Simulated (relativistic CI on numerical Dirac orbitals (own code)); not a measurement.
# Nd³⁺: 4p photoemission

Computed with this model: Dirac-Coulomb-Breit CI, separate exchange-only KLI orbitals for each configuration, model QED (radiative potential, 1s self-energy scaled to tabulated hydrogen-like ionisation energies), valence Slater integrals scaled by 0.8, multiplet model of photoemission in the sudden approximation; configurations [Xe] 4f3 → [Ar] 3d10 4s2 4p5 4d10 4f3 5s2 5p6; 300 K; Lorentzian 3.5 eV and Gaussian 0.7 eV FWHM. Energies are those of the free ion, without screening or charge transfer. The energies are binding energies and can lie tens of eV above those of solids. S is read from ⟨S²⟩ = S(S + 1).

Computed curve for free ion, scaled to 100 at the maximum (points under 2 are left out and the grid is thinned):

(Energy (eV), Intensity): (257.0, 2.1), (257.8, 2.3), (259.0, 2.8), (259.8, 3.1), (260.6, 3.5), (261.4, 4.0), (262.6, 4.9), (263.4, 5.8), (264.2, 6.9), (265.4, 9.4), (266.2, 11.8), (267.0, 15.4), (267.8, 21.0), (269.0, 36.2), (269.8, 53.5), (270.6, 73.0), (271.8, 88.4), (272.6, 96.2), (273.4, 100.0), (274.2, 91.5), (275.4, 70.9), (276.2, 60.3), (277.0, 49.9), (278.2, 34.5), (279.0, 26.4), (279.8, 20.4), (280.6, 15.9), (281.8, 11.2), (282.6, 9.2), (283.4, 7.7), (284.6, 6.3), (285.4, 5.8), (286.2, 5.4), (287.4, 5.3), (288.2, 5.3), (289.0, 5.6), (289.8, 6.1), (291.0, 7.5), (291.8, 9.1), (292.6, 11.6), (293.8, 18.9), (294.6, 27.9), (295.4, 40.6), (296.2, 50.3), (297.4, 45.3), (298.2, 37.2), (299.0, 32.2), (300.2, 34.3), (301.0, 36.5), (301.8, 32.3), (302.6, 23.8), (303.8, 13.6), (304.6, 9.7), (305.4, 7.3), (306.6, 5.0), (307.4, 4.1), (308.2, 3.4), (309.0, 2.9), (310.2, 2.4), (311.0, 2.1)

The ground state has S = 1.48, and the centroid lies at 281.65 eV.
